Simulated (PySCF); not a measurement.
Atom-mapped SMILES (the numbers label the heavy atoms): `[CH:1]#[C:2][C@H:3]([SiH3:4])/[N:5]=[C:6](/[CH3:7])[CH:8]=[CH2:9]`. Hydrogens are named by the atom that carries them. Ha(C9) is cis to C6; Hb(C9) is trans to C6.

Theory: GIAO PBE0/pcSseg-1 shieldings, GFN2-xTB structure, in PySCF 2.14 (one conformer, no relativistic terms, fast rotation and ring inversion assumed for equivalent nuclei, in vacuum).

δ = σ(ref) − σ, references computed at the same level: TMS for $^{13}$C (186.93 ppm).

Problem. Do the $^{13}$C shifts follow the atomic charges (in e)? Tabulate both.

Solution. 
| atoms | hybridisation | δ (ppm) | σ para (ppm) | Hirshfeld | IAO | Mulliken | ESP-fitted |
| --- | --- | --- | --- | --- | --- | --- | --- |
| C6 | sp2 | 163.9 | -233 | +0.09 | +0.16 | -0.00 | +0.72 |
| C8 | sp2 | 130.7 | -202 | -0.05 | -0.18 | -0.21 | -0.32 |
| C9 | sp2 | 129.5 | -196 | -0.07 | -0.28 | -0.10 | -0.39 |
| C2 | sp | 88.4 | -159 | -0.05 | -0.02 | +0.38 | +0.07 |
| C1 | sp | 76.9 | -148 | -0.12 | -0.25 | -0.39 | -0.47 |
| C3 | sp3 | 41.2 | -103 | -0.06 | -0.27 | -0.39 | -0.00 |
| C7 | sp3 | 27.3 | -90 | -0.12 | -0.44 | -0.18 | -0.61 |

Correlation coefficients of δ with charge over these carbons: Hirshfeld +0.72, IAO +0.72, Mulliken +0.32, ESP-fitted +0.54; with the paramagnetic shielding -1.00. With so few points, grouped by hybridisation, these coefficients are fragile. Charge is one influence among several: hybridisation and low-lying excitations act through the paramagnetic term.

Shifts are as computed. Against solution values, carbons near 30 ppm lie about +3 ppm off and those near 130 ppm about +5 ppm. Of 1211 compounds with measured shifts, 218 miss one by over three times the rms of a fit or turn the order of signals round; such compounds aren't used in these exercises.
